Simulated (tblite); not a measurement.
Compound: C7H8O2S.
Geometry (GFN2-xTB, Å), atoms numbered from 1 in this order:
```
atom  x, y, z in Å
C1     3.3306    0.4021    0.4698
C2     2.4191   -0.4097   -0.4113
O3     2.7744   -1.1625   -1.2782
O4     1.1365   -0.1760   -0.1150
C5     0.1623   -0.8765   -0.9013
C6    -1.1884   -0.3699   -0.5440
C7    -1.8615    0.6804   -1.0893
C8    -3.1154    0.9076   -0.4808
C9    -3.3736    0.0290    0.5203
S10   -2.0915   -1.0913    0.7454
H11    4.1534   -0.2203    0.8100
H12    2.7783    0.8046    1.3125
H13    3.7437    1.2197   -0.1176
H14    0.3786   -0.7060   -1.9625
H15    0.2545   -1.9491   -0.6971
H16   -1.4765    1.2693   -1.9026
H17   -3.7907    1.6891   -0.7797
H18   -4.2425   -0.0342    1.1448
```

Level: GFN2-xTB in tblite, geometry and Hessian alike; calculated harmonic values, unscaled, isolated species. The method is semi-empirical: single wavenumbers can be off by several per cent or more. One conformer, not necessarily the lowest. The optimisation stopped once no atom felt more than 0.01 eV/Å.

Lowest wavenumbers of the output (negative numbers stand for imaginary wavenumbers):
```
mode    cm-1
  1     -30.7
  2     -15.9
  3      17.6
  4      78.1
  5     171.6
  6     195.3
  7     263.2
  8     286.5
  9     394.1
 10     483.0
 11     532.4
 12     574.3
 13     586.1
 14     623.9
 15     720.5
```

Q: Is this structure a minimum?

A: Not by this Hessian. 1 mode is imaginary beyond 20i (31i cm⁻¹), and 1 more slightly so (15.9i). The curvature is small, so loose convergence or finite differences may be the whole cause.

Q: Which atoms move in the imaginary modes?

A: 31i: H13 (methyl hydrogen) 37 %, H11 (methyl hydrogen) 34 %, H12 (methyl hydrogen) 28 %; 16i: O3 (ester carbonyl oxygen) 32 %, O4 (ester single-bonded oxygen) 16 %, C5 (sp3 carbon bound to oxygen) 15 %. These are shares of the mass-weighted motion.

Q: What is the remedy?

A: Step along such a mode in both directions, optimise again with tighter thresholds and repeat the frequencies. The zero-point energy of this point (83.5 kcal/mol) counts the 46 real modes alone, and thermal corrections from it aren't those of a minimum.
